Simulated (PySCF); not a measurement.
Ne⁺ (neon, charge +1) across methods

[He] 2s2 2p4 3s1, high-spin 4P determinant (an excited configuration). Calculation: PySCF 2.14, in dyall-av3z (15s9p3d2f, 71 functions); the non-relativistic Hamiltonian (point nucleus).

| method | E (hartree) | mean ε 2p α (eV) | mean ε 2p β (eV) | mean ε 3s α (eV) | Σ⟨r²⟩ (bohr²) | ⟨S²⟩ |
| --- | --- | --- | --- | --- | --- | --- |
| LDA | -126.4078 | -46.641 | -41.785 | -10.779 | 14.54 | 3.751 |
| r2SCAN | -127.1341 | -47.890 | -43.122 | -10.828 | 14.67 | 3.752 |
| wB97X | -127.1500 | -52.300 | -47.828 | -13.221 | 14.64 | 3.752 |
| UHF | -126.87171 | -59.864 | -53.711 | -13.370 | 14.68 | 3.753 |
| PBE | -127.0707 | -46.528 | -42.147 | -10.710 | 14.59 | 3.751 |
| CAM-B3LYP | -127.1555 | -51.422 | -46.857 | -12.578 | 14.50 | 3.751 |
| B97-3 | -127.1424 | -50.265 | -45.630 | -11.460 | 14.62 | 3.752 |
| PBEsol | -126.7276 | -46.467 | -41.835 | -10.697 | 14.63 | 3.751 |

**Question.** Estimate the same row for PBE0.

**Answer.** E (hartree) = -127.0852; mean ε 2p α (eV) = -50.078; mean ε 2p β (eV) = -45.350; mean ε 3s α (eV) = -11.476; Σ⟨r²⟩ (bohr²) = 14.61; ⟨S²⟩ = 3.751.

The outer electron is Rydberg-like, and this basis confines it to a smaller radius and binds it less than a complete one would.
